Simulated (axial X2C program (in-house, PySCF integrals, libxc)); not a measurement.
**Excited states of AsP by EOM-EE-CCSD**

Computed with an in-house all-electron X2C program for linear molecules (integrals from PySCF): two-component X2C with atomic mean-field Coulomb and Gaunt terms, Gaussian nuclei, basis As dyall-acv3z, P dyall-av3z with contracted cores.

R = 1.989 Å (near the PBE0 minimum at charge 0 of the determinant lowest at the starting distance; the state shown can have its own minimum elsewhere).

Hartree–Fock spinors of AsP (one of each Kramers pair; a window near the gap, which can cut inner shells):

```csv
ω,occupied,ε (eV),character
1/2,yes,-24.24,"37% As s, 35% P s, 10% P p"
1/2,yes,-16.79,"29% P s, 28% As s, 17% As p"
1/2,yes,-10.69,"42% P p, 39% As p, 7% As s"
1/2,yes,-9.71,"44% As p, 43% P p, 5% P d"
3/2,yes,-9.63,"47% P p, 40% As p, 5% As d"
1/2,no,0.23,"30% As p, 29% P p, 20% As d"
3/2,no,0.29,"33% As p, 26% P p, 19% As d"
1/2,no,1.05,"60% As p, 35% P p, 2% As d"
1/2,no,1.51,"49% As s, 24% P s, 12% As p"
1/2,no,1.60,"67% As p, 31% P p"
3/2,no,1.62,"64% As p, 33% P p"
```

Vertical excitation energies from the closed-shell determinant state of AsP:

```tsv
Ω	excitation (eV)	cm⁻¹	hole of the leading pair	particle of the leading pair	weight of the pair (for Ω = 0 its time-reversed partner can hold as much again)	singles weight
1	2.406	19407	47% P pπ, 41% As pπ	35% P pπ, 32% As pπ, 12% As dπ	0.55	0.96
0⁻	2.414	19470	44% As pπ, 43% P pπ	35% P pπ, 33% As pπ, 12% As dπ	0.24	0.96
1	3.090	24924	43% As pπ, 43% P pπ	34% P pπ, 32% As pπ, 13% As dπ	0.95	0.96
2	3.092	24941	47% P pπ, 41% As pπ	34% P pπ, 32% As pπ, 13% As dπ	0.56	0.96
3	3.115	25125	47% P pπ, 41% As pπ	35% As pπ, 31% P pπ, 14% P dπ	0.95	0.96
```

This point took 18 s on 1 thread of Arm Neoverse V2, on a shared host.

Reference electrons by ω block (each with its −ω partner): 1/2: 17, 3/2: 6, 5/2: 1. 10 electrons of AsP correlated (inner shells frozen), 88 natural virtual spinors (a truncated set); levels can be off by some tenths of an eV. Roots sought by Ω: (0: 5, 1: 4, 2: 3, 3: 1); the list ends where they run out and leaves out roots under 60 % singles weight. The solver can skip a root, and states that need a further excitation, which the method places far too high, are missing though they may lie low or lowest. T1 of the reference 0.017 (Lee–Taylor). Number of frozen shells: As 3 s, 2 p, 1 d; P 2 s, 1 p.
